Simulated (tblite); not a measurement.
OZr (SMILES [O]=[Zr]), singlet, geometry from GFN2-xTB (such geometries of metal compounds can be far from the true shape); IPEA1-xTB run with tblite.

Input for tblite:
```
$ tblite run mol.xyz --method ipea1 --charge 0 --spin 0 --json tblite.json --no-restart

# file mol.xyz
2

Zr    -0.00000000    -0.00000000    -0.29196683
O      0.00000000     0.00000000     1.45983413
```

Write the output that tblite gives for this input, abridged.


```
xTB calculator
 | screened Coulomb repulsion
 | Coulomb electrostatics
 |  * isotropic Klopman-Ohno-Mataga-Nishimoto electrostatics
 |  * onsite third-order electrostatics
 | DFT-D3(BJ) dispersion correction

halogen bonding energy    0.0000000000000E+00 Eh
repulsion energy          4.4394786596601E-02 Eh
dispersion energy        -2.5403226271268E-04 Eh
number of electrons       1.0000000000000E+01 e
integral cutoff           4.0000000000000E+01 bohr

------------------------------------------------------------
  cycle        total energy    energy error   density error
------------------------------------------------------------
      1     -2.358396697676  -2.4025375E+00   1.3513232E+00
      2     -7.898201637335  -5.5398049E+00   3.3547417E+00
      3     -5.658734814540   2.2394668E+00   7.3328631E-01
      4     -5.834203613814  -1.7546880E-01   4.3400198E-01
      5     -5.765722432858   6.8481181E-02   2.7082536E-01
      6     -5.834592681115  -6.8870248E-02   3.2166826E-02
      7     -5.834959970087  -3.6728897E-04   2.2678805E-02
      8     -5.835133689220  -1.7371913E-04   7.1565547E-03
      9     -5.835132026916   1.6623040E-06   5.6836570E-03
     10     -5.835137675180  -5.6482638E-06   7.9130527E-04
     11     -5.835137941325  -2.6614496E-07   2.6372613E-05
     12     -5.835137941808  -4.8294702E-10   6.2864328E-07
------------------------------------------------------------

electronic energy        -5.8792786961417E+00 Eh
total energy             -5.8351379418078E+00 Eh

Post processing:
 | Mayer-Wiberg bond orders

[Info] JSON dump of results written to 'tblite.json'
```
